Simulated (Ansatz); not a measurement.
The cluster Ga₅F, 6 atoms. Hardware: 4 threads of Arm Neoverse V2 on a shared host.

The 6-31G sets use Cartesian d functions. Correlated methods freeze 46 core orbitals; core or outer-core shells of Ga are correlated, in sets that lack core-valence functions.

(1) How many basis functions does each of these Ansatz runs have, and roughly what does it cost? r2SCAN-D4/def2-TZVP, charge 0 triplet at the geometry of the charge 0 singlet, energy, from earlier orbitals; PBE0-D4/def2-TZVP, charge 0 triplet at the geometry of the charge 0 singlet, energy; PBE-D4/def2-SVP, charge -1 doublet at the geometry of the charge 0 singlet, energy, from earlier orbitals; B3LYP-D4/def2-TZVP, charge 0 singlet, energy, from earlier orbitals; PBE0-D4/def2-TZVP, charge 1 doublet at the geometry of the charge 0 singlet, energy; MP2/def2-TZVP, charge 0 singlet, energy, from earlier orbitals; PBE-D4/def2-TZVP, charge 0 singlet, energy and forces, from earlier orbitals; PBE-D4/def2-SVP, charge 0 singlet, energy, from earlier orbitals; HF/6-31G, charge 0 singlet, energy; B3LYP-D4/def2-TZVP, charge 1 doublet at the geometry of the charge 0 singlet, energy, from earlier orbitals; PBE0-D4/def2-TZVP, charge 0 singlet, energy, from earlier orbitals; PBE0-D4/def2-TZVPD, charge 0 singlet, energy, from earlier orbitals.

## Answers

(1) Other jobs shared the machine, so times can vary by a factor of up to 3. A dash marks memory too small to be measured apart from the calling script's.

```json
{"run": "PBE-D4/def2-SVP, charge 0 singlet, energy, from earlier orbitals", "functions": "174", "fitting or Cholesky vectors": "1923", "wall time": "2.7 s", "peak host memory (GiB)": "–"}
{"run": "HF/6-31G, charge 0 singlet, energy", "functions": "154", "fitting or Cholesky vectors": "1336", "wall time": "4.4 s", "peak host memory (GiB)": "–"}
{"run": "PBE-D4/def2-TZVP, charge 0 singlet, energy and forces, from earlier orbitals", "functions": "271", "fitting or Cholesky vectors": "1996", "wall time": "6 s", "peak host memory (GiB)": "0.62"}
{"run": "PBE-D4/def2-SVP, charge -1 doublet at the geometry of the charge 0 singlet, energy, from earlier orbitals", "functions": "174", "fitting or Cholesky vectors": "1923", "wall time": "9 s", "peak host memory (GiB)": "–"}
{"run": "B3LYP-D4/def2-TZVP, charge 0 singlet, energy, from earlier orbitals", "functions": "271", "fitting or Cholesky vectors": "2171", "wall time": "15 s", "peak host memory (GiB)": "1.4"}
{"run": "PBE0-D4/def2-TZVP, charge 0 singlet, energy, from earlier orbitals", "functions": "271", "fitting or Cholesky vectors": "2221", "wall time": "17 s", "peak host memory (GiB)": "1.5"}
{"run": "MP2/def2-TZVP, charge 0 singlet, energy, from earlier orbitals", "functions": "271", "fitting or Cholesky vectors": "1836", "wall time": "20 s", "peak host memory (GiB)": "1.3"}
{"run": "PBE0-D4/def2-TZVPD, charge 0 singlet, energy, from earlier orbitals", "functions": "310", "fitting or Cholesky vectors": "2317", "wall time": "22 s", "peak host memory (GiB)": "1.9"}
{"run": "B3LYP-D4/def2-TZVP, charge 1 doublet at the geometry of the charge 0 singlet, energy, from earlier orbitals", "functions": "271", "fitting or Cholesky vectors": "1836", "wall time": "23 s", "peak host memory (GiB)": "1.5"}
{"run": "PBE0-D4/def2-TZVP, charge 1 doublet at the geometry of the charge 0 singlet, energy", "functions": "271", "fitting or Cholesky vectors": "1836", "wall time": "31 s", "peak host memory (GiB)": "1.7"}
{"run": "r2SCAN-D4/def2-TZVP, charge 0 triplet at the geometry of the charge 0 singlet, energy, from earlier orbitals", "functions": "271", "fitting or Cholesky vectors": "1996", "wall time": "72 s", "peak host memory (GiB)": "1.4"}
{"run": "PBE0-D4/def2-TZVP, charge 0 triplet at the geometry of the charge 0 singlet, energy", "functions": "271", "fitting or Cholesky vectors": "1836", "wall time": "99 s", "peak host memory (GiB)": "2.1"}
```
